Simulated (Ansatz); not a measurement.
This geometry of F2GeH2 + H2 (7 atoms, charge 0, multiplicity 1) is a first-order saddle point.

Theory: Ansatz, RKS PBE0-D4/def2-SVP.

```xyz
7
Properties=species:S:1:pos:R:3
Ge -0.153 0.067 -0.024
F -0.370 0.810 1.820
H 1.258 -0.421 0.276
H -0.523 1.395 -0.673
F -0.678 -1.090 -1.242
H -1.488 -0.744 0.883
H -1.178 -0.124 1.510
```

(1) Which two structures does it join? (They come from a converged band through this point; their orientation in space is the band's.)

(2) How far does it lie above each of them?

Answers

(1) Bonds broken: Ge1–F2, H6–H7. Bonds formed: Ge1–H6, F2–H7. F2GeH2 + H2 becomes FGeH3 + FH.

First end point:

```xyz
7
Properties=species:S:1:pos:R:3
Ge 0.482 -0.023 -0.297
F 0.003 -0.310 1.344
H 1.997 0.182 -0.307
H -0.425 1.068 -0.866
F 0.134 -1.499 -1.127
H -3.029 0.337 1.916
H -2.294 0.140 1.887
```

Last end point:

```xyz
7
Properties=species:S:1:pos:R:3
Ge -0.230 -0.316 -0.317
F -0.649 1.110 2.084
H 1.071 -0.528 0.464
H -0.446 1.125 -0.789
F -0.063 -1.269 -1.776
H -1.459 -0.904 0.396
H -1.356 0.675 2.489
```

(2) 40.0 kcal/mol above the first and 30.8 kcal/mol above the second. This is the barrier of this one path; another mechanism may lie lower. The orbitals stay closed-shell, which can raise the energy where a bond breaks towards radicals; this wasn't checked here.

Run time: 5.1 min on 1 thread of Arm Neoverse V2, on a shared host, peak memory 0.15 GiB.
